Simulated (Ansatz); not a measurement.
Consider the formal exchange of groups at the Si–H bond: `Cl[SiH]1CO1` + `COCCOC=O` → `CO[Si]1(Cl)CO1` + `CCOC=O`.

Computed with Ansatz on PBE0-D4/def2-TZVP structures; ΔE is electronic, products minus reactants. CCSD(T)/CBS adds triple-zeta CCSD(T) − MP2 to the extrapolated MP2 energy (def2 sets, frozen cores). Functionals use def2-TZVPP. B3LYP here is the variant with VWN-RPA as its local correlation; programs differ in this. Each species was taken in one conformer, which may not be the lowest.

| level | ΔE (kJ/mol) | difference from CCSD(T)/CBS |
| --- | --- | --- |
| r2SCAN-D4 | -178.9 | 3.2 |
| B3LYP-D4 | -178.8 | 3.3 |
| ωB97X-V | -174.4 | 7.7 |
| PBE | -166.4 | 15.7 |
| r2SCAN | -179.2 | 2.9 |
| PBE0 | -173.1 | 9.0 |
| HF/def2-TZVPP | -189.0 | -6.9 |
| MP2/def2-TZVPP | -186.0 | -3.9 |
| SCS-MP2/def2-TZVPP | -183.7 | -1.6 |
| CCSD(T)/def2-TZVPP | -178.3 | 3.8 |
| HF/def2-QZVPP | -190.4 | -8.3 |
| MP2/def2-QZVPP | -188.6 | -6.5 |
| SCS-MP2/def2-QZVPP | -186.6 | -4.5 |
| HF/CBS(def2) | -190.6 | -8.5 |
| MP2/CBS(def2) | -189.7 | -7.6 |
| CCSD/CBS(def2) | -184.4 | -2.3 |
| CCSD(T)/CBS | -182.1 | 0 |

Largest T1 diagnostic among the species: 0.014.

In def2-TZVPP, CCSD(T) changes the Hartree–Fock value by +10.7 kJ/mol (the triples alone add +2.3 kJ/mol) and MP2 by +3.0 kJ/mol. From PBE to PBE0 (25 % exact exchange), in def2-TZVPP and without D4, ΔE moves by −6.7 kJ/mol.
